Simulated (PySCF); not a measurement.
Calculated NMR parameters of 3-methylanisole

| Quantity | Value |
| --- | --- |
| Formula | C8H10O |
| SMILES | COc1cccc(C)c1 |
| InChI | InChI=1S/C8H10O/c1-7-4-3-5-8(6-7)9-2/h3-6H,1-2H3 |
| Point group of the computed structure | C1 |
| Degrees of unsaturation | 4 |
| Carbon signals | 8 |
| Proton signals | 6 |

Bonds (- single, = double, # triple, : aromatic): C1-O2, O2-C3, C3:C4, C4:C5, C5:C6, C6:C7, C7-C8, C7:C9, C9:C3. C1 carries H10, H11, H12; C4 carries H13; C5 carries H14; C6 carries H15; C8 carries H16, H17, H18; C9 carries H19.

All values are calculated (PySCF 2.14.0 with density-fitted response routines): geometry from PBE0-D3(BJ)/def2-SVP, GIAO CAM-B3LYP/pcSseg-1 shieldings. Equivalent nuclei averaged, one conformer, relativity neglected, in vacuum.

Chemical shifts δ = σref − σ; ¹H (31.33 ppm), ¹³C (182.45 ppm) vs TMS; ¹⁷O (338.55 ppm) against H2O, all at this level.

| carbon | δC, type | δH (multiplicity) | HMBC from (2–3 bonds) | span of the C tensor (ppm) |
| --- | --- | --- | --- | --- |
| C1 | 54.4, CH3 | 3.66 (s) | – | 74 |
| C3 | 169.8, C | – | H14, H19, H13, H10/H11/H12 | 190 |
| C4 | 111.8, CH | 6.38 (d) | H14, H19, H15 | 198 |
| C5 | 138.8, CH | 7.25 (m) | H15, H13 | 243 |
| C6 | 128.9, CH | 6.79 (d) | H14, H19, H13, H16/H17/H18 | 212 |
| C7 | 149.7, C | – | H14, H19, H15, H16/H17/H18 | 248 |
| C8 | 22.7, CH3 | 2.30 (s) | H19, H15 | 49 |
| C9 | 126.0, CH | 6.89 (s) | H15, H13, H16/H17/H18 | 178 |

Other nuclei:
| atoms | nucleus | environment | δ (ppm) | σ (ppm) |
| --- | --- | --- | --- | --- |
| O2 | ¹⁷O | ether oxygen | 99.1 | 239.5 |

Carbon types of the structure: 2 × C, 4 × CH, 2 × CH3, which accounts for all hydrogens. δC 169.8: aromatic carbon bearing oxygen; the electronegative substituent deshields the carbon that carries it. δC 149.7: substituted aromatic carbon. δC 138.8, 128.9, 126.0, 111.8: aromatic CH. δC 22.7: methyl carbon on an aromatic ring; saturated and bonded to C and H only. δH 7.25, 6.89, 6.79, 6.38: hydrogen on an aromatic CH.

Shifts are as computed, not scaled to solution data. Of 1211 compounds with measured shifts, 218 miss one by over three times the rms of a fit or turn the order of signals round; such compounds aren't used in these exercises. Experimental scales use liquid or dissolved standards, which lie at an offset from isolated H2O (liquid H2O: subtract about 36 ppm). No couplings were computed; multiplicities are counted from neighbouring protons, with m where these are inequivalent, close in shift, in a saturated or five-membered ring or joined by F or P, and br s for small geminal =CH2 splittings.
